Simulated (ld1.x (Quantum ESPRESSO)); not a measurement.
**Before and after: TM potential for mercury (Hg)**

Hg (Z = 80), norm-conserving Troullier–Martins (Kleinman–Bylander form), made with ld1.x (Quantum ESPRESSO) 7.5 (BP86, scalar-relativistic). Core [Xe] 4f14, reference 5d10 6s1.5 6p0.5. Waves: 6p (bound): rc 2.25 bohr; 5d (bound): rc 1.60 bohr; 6s (bound): rc 1.80 bohr. Local part: the s channel. Core correction: a·sin(br)/r model core inside 1.50 bohr.

All-electron outer shells of the reference configuration (BP86, scalar-relativistic, ld1.x):

| shell | level (eV) | outermost node (bohr) | outermost maximum (bohr) |
| --- | --- | --- | --- |
| 4f | -97.25 | – | 0.37 |
| 5p | -67.86 | 0.50 | 0.93 |
| 5d | -11.12 | 0.55 | 1.17 |
| 6s | -7.84 | 1.08 | 2.18 |
| 6p | -1.74 | 1.27 | 3.22 |

Change: all radii but the core radius scaled by about 1.11 (s 2.00, p 2.50, d 1.78 bohr).

Cutoffs: the cutoffs (Ry, on a coarse ladder) from which the occupation-weighted sum of valence levels, in a spherical-Bessel basis at the reference potential, stays within 10 and 1 mRy of its value at 400 Ry; they do not see the model core or the augmentation charge, which bear on the density cutoff. Errors are all-electron minus pseudo energies relative to the spin-unpolarised reference configuration.

Task: How do hardness, ghosts and transferability respond?

Result: The potential gets neither clearly harder nor softer (50 Ry and 80 Ry → 50 Ry and 80 Ry); the d channel sets the loose cutoff, while the largest relative change is in s, which becomes softer; of the 7 tests that both files solve, the error grows in 4 and shrinks in 0 by more than 15 % and 0.3 meV (median size 6.3 → 7.3 meV); neither file shows a bound ghost. More of the atom is replaced by a form fitted at one configuration, so other configurations suffer.

```tsv
quantity	base	changed
cutoff, loose	50 Ry	50 Ry
cutoff, tight	80 Ry	80 Ry
loose cutoff by channel (10 mRy a level)	p 6 Ry, d 40 Ry, s 18 Ry	p 6 Ry, d 40 Ry, s 8 Ry
bound ghosts	none	none
error for 5d10 6s2 6p0, meV [ΔE -3.00 eV]	+0.5	+0.2
error for 5d10 6s1 6p0, meV [ΔE 7.87 eV]	-6.3	-7.3
error for 5d10 6s0 6p0, meV [ΔE 27.00 eV]	-35	-43
error for 5d10 6s1 6p1, meV [ΔE 3.11 eV]	-1.3	-1.6
error for 5d8 6s0 6p0, meV [ΔE 112.48 eV]	-513	-517
error for 5d9 6s2 6p1, meV [ΔE 7.37 eV]	-79	-100
error for 5d10 6s1.5 6p0, meV [ΔE 1.45 eV]	-1.3	-1.3
```
